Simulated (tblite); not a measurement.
Compound: C6H11NO (charge +1 and doublet state).
Numbering: `[CH2+:1][CH:2][C:3](=[O:4])[N:5]([CH3:6])[CH2:7][CH3:8]` (hydrogens: H9, H10 on C1; H11 on C2; H12, H13, H14 on C6; H15, H16 on C7; H17, H18, H19 on C8)

Cartesian coordinates in Å at the GFN2-xTB level; atoms count from 1:
```
atom  x, y, z in Å
C1    -3.036    0.093   -1.010
C2    -1.918   -0.350   -0.446
C3    -0.770    0.560   -0.221
O4    -0.668    1.634   -0.763
N5     0.239    0.112    0.626
C6     0.115   -1.024    1.471
C7     1.502    0.743    0.432
C8     2.270    0.251   -0.807
H9    -3.891   -0.552   -1.138
H10   -3.145    1.115   -1.340
H11   -1.787   -1.385   -0.167
H12    0.236   -1.960    0.906
H13   -0.854   -1.042    1.971
H14    0.909   -1.012    2.219
H15    1.274    1.807    0.237
H16    2.120    0.617    1.321
H17    3.193    0.815   -0.904
H18    2.516   -0.803   -0.684
H19    1.684    0.390   -1.712
```

Calculated harmonic vibrations of the isolated species, GFN2-xTB (tblite), most abundant isotopes, no scaling. Against measured fundamentals such values can be off by several per cent, at times by over 20. One conformer, not necessarily the lowest. Open shells enter through the occupations alone, without spin polarisation, and single modes of such species can be off by tens of per cent.

Harmonic wavenumbers (cm⁻¹): 52.5, 80.1, 84.6, 138.8, 179.5, 203.7, 243.9, 322.8, 382.8, 393.2, 476.7, 512.0, 581.4, 717.1, 758.0, 828.2, 865.7, 909.3, 934.5, 980.6, 1005.6, 1006.2, 1037.0, 1047.3, 1049.2, 1143.6, 1208.8, 1236.5, 1271.4, 1291.0, 1335.6, 1370.7, 1378.2, 1382.0, 1401.1, 1424.7, 1431.5, 1465.1, 1578.1, 1661.9, 2824.2, 2885.1, 3003.8, 3013.7, 3018.8, 3022.5, 3063.0, 3075.0, 3076.2, 3083.8, 3118.1.

A = 3397, B = 1440, C = 1160 MHz; mass 113.084 u (most abundant isotopes); point group C1, symmetry number 1; spin multiplicity 2.

Q: Zero-point energy?

A: Half the sum of the wavenumbers: 34278 cm⁻¹ = 98.00 kcal/mol.

Q: What is S at 273.15 K and 1 bar for an ideal gas of classical rigid rotors and harmonic oscillators?

A: Translation 39.68, rotation 28.17, vibration 26.11, spin (R ln 2) 1.38: S = 95.3 cal/(mol K).

Q: And Cp and H(273.15 K) − H(0)?

A: Cp = 34.66 cal/(mol K), of which vibrations give 26.71 (their classical limit is 51 R = 101.3); H(273.15 K) − H(0) = 5.94 kcal/mol without the zero-point energy, 3.77 from vibrations.

Q: What must be added to the electronic energy to get the Gibbs energy at 273.15 K and 1 bar?

A: ZPE + [H(273.15 K) − H(0)] − T·S = 98.00 + 5.94 − 26.04 = 77.90 kcal/mol.

Q: Which modes carry the vibrational entropy at 273.15 K?

A: 52.5 cm⁻¹: 4.55; 80.1 cm⁻¹: 3.72; 84.6 cm⁻¹: 3.61; 138.8 cm⁻¹: 2.65; 179.5 cm⁻¹: 2.17; 203.7 cm⁻¹: 1.94 cal/(mol K); the other 45 give 7.48 together.

Q: How do the functions run with temperature in this model?

A: 
```tsv
T (K)	S (cal/(mol K))	Cp (cal/(mol K))	H − H(0) (kcal/mol)	G − H(0) (kcal/mol)	ln q(vib)
50	58.7	13.4	0.50	-2.44	0.47
100	69.8	18.9	1.31	-5.67	1.69
298.15	98.5	37.1	6.83	-22.53	6.84
373.15	107.6	44.4	9.89	-30.26	8.72
500	122.2	55.4	16.24	-44.84	11.88
750	147.8	70.9	32.17	-78.67	17.91
1000	169.7	81.1	51.26	-118.42	23.57
```

q(vib) and H(0) count from the zero-point level.

Hindered rotation and anharmonicity are outside this model. Other conformers, if any are populated, would add a mixing term that is left out. The structure is chiral; the term R ln 2 for an equal mix with its mirror image is left out.

Hardware: one thread of an Arm Neoverse V1, no GPU, shared host with 64 logical CPUs at a one-minute load of 8.8. Cost: 0.65 s. This covers the Hessian and the dipole derivatives.
